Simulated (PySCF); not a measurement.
## [Er(H2O)4]3+ at several levels of theory

Computed with PySCF 2.14.0 (density fitting, no spin-orbit coupling) at the geometry relaxed with TPSS:

```xyz
13
[Er(H2O)4]3+ (singlet in the valence; each metal's 4f electrons, 11 of them, lie in its core potential, out of spins and levels)
Er    0.0000    0.0000    0.0000
O     1.3418    1.3163    1.2481
H     2.1542    1.0575    1.7595
H     1.2674    2.2943    1.4113
O    -1.3418   -1.2482    1.3163
H    -1.2673   -1.4114    2.2943
H    -2.1543   -1.7592    1.0575
O     1.3418   -1.3163   -1.2481
H     1.2674   -2.2943   -1.4113
H     2.1542   -1.0575   -1.7595
O    -1.3418    1.2482   -1.3163
H    -2.1543    1.7592   -1.0575
H    -1.2673    1.4114   -2.2943
```

| level | basis | state | HOMO (eV) | gap (eV) | charge on Er1 (e) | population of f-type functions on Er1 (polarisation alone where 4f lies in the core) | dipole about the centre of mass (D) | largest force component (eV/Å) |
| --- | --- | --- | --- | --- | --- | --- | --- | --- |
| TPSS | Er lcecp-1-SVP with ECP57, O def2-SVP, H def2-SVP | singlet | -22.65 | 6.84 | 1.63 | 0.04 | 0.00 | 0.00 |
| r2SCAN | the same | singlet | -23.01 | 7.27 | 1.70 | 0.04 | 0.00 | 0.31 |
| BP86 | the same | singlet | -22.66 | 6.49 | 1.56 | 0.04 | 0.00 | 0.10 |
| wB97X | the same | singlet | -27.03 | 14.24 | 1.73 | 0.05 | 0.00 | 0.45 |
| CAM-B3LYP | the same | singlet | -25.95 | 12.05 | 1.68 | 0.04 | 0.00 | 0.30 |

In the lcecp rows the 4f levels are missing from HOMO and gap, and the state counts the valence alone.

Charges are Mulliken's, which hang on the basis. The relaxation used the grid (50, 194), these runs (75, 302) or, all-electron (x2c bases, spin-free X2C Hamiltonian), (99, 590).

**Question.** What does TPSS with Er lcecp-1-TZVP with ECP57, O def2-TZVP, H def2-TZVP give here?

**Answer.** state singlet, HOMO (eV) -22.67, gap (eV) 6.92, charge on Er1 (e) 2.04, population of f-type functions on Er1 (polarisation alone where 4f lies in the core) 0.06, dipole about the centre of mass (D) 0.00, largest force component (eV/Å) 0.29. Time: 93 s on 2 threads of Arm Neoverse N1 (shared host), from free ions and atoms.

In the first row's basis the gap widens with exact exchange: 6.5 to 7.3 eV for BP86, TPSS, r2SCAN (none); 12.0 to 14.2 eV for CAM-B3LYP, wB97X (rising or full at long range).

No frequency check is given that shows the relaxed geometry to be a minimum. An lcecp potential fixes the number of 4f electrons, so in runs with it no electron can move into or out of that shell.
